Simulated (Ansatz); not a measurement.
Species: sum formula Si2N2H7, charge 0, multiplicity 2. It need not be the lowest isomer of its formula. 
Structure (B3LYP-D3(BJ)/def2-TZVP (Ansatz, a quantum-chemistry and plane-wave program) minimum search):
```xyz
11

N     -1.1924     2.0974     0.8342
Si    -0.6525     0.4742     0.8448
N      0.2409    -0.0766    -0.5209
Si     1.1255    -1.4565    -1.0369
H     -1.8706     2.4178     0.1605
H     -0.5727     2.8434     1.1083
H      0.1876     0.3294     2.0588
H     -1.8419    -0.4151     0.8728
H      2.3891    -0.9958    -1.6624
H      1.4599    -2.4445     0.0219
H      0.2871    -2.1278    -2.0634
```
Charge 0, spin multiplicity 2.

Quantity: atomisation energy (electronic, to ground-state atoms); the coupled-cluster value holds the core correlation from cc-pwCVTZ, in eV. Cores are frozen in the correlated levels unless marked. UHF or UKS for open shells. No spin-orbit coupling. No relativistic terms. Basis-set limits of correlation are two-point, X^-3; Hartree-Fock from the larger set.

Level to compare with: CCSD(T)/CBS(cc-pV(T+d)Z,cc-pV(Q+d)Z) plus the core term (Ansatz), 35.77 eV. It is a level with limits of its own, and the differences hold the functionals' basis error too.

Question: Rank these functionals by how close they come to CCSD(T)/CBS(cc-pV(T+d)Z,cc-pV(Q+d)Z), closest first: SVWN5/def2-TZVPD (Ansatz); BLYP/def2-TZVPD (Ansatz); CAM-B3LYP/def2-TZVPD (Ansatz); revPBE/def2-TZVPD (Ansatz).

Answer: CAM-B3LYP/def2-TZVPD (range-separated hybrid, 35.91 eV, difference 0.14), BLYP/def2-TZVPD (GGA, 35.38 eV, difference -0.39), revPBE/def2-TZVPD (GGA, 34.49 eV, difference -1.28), SVWN5/def2-TZVPD (LDA, 40.11 eV, difference 4.34)
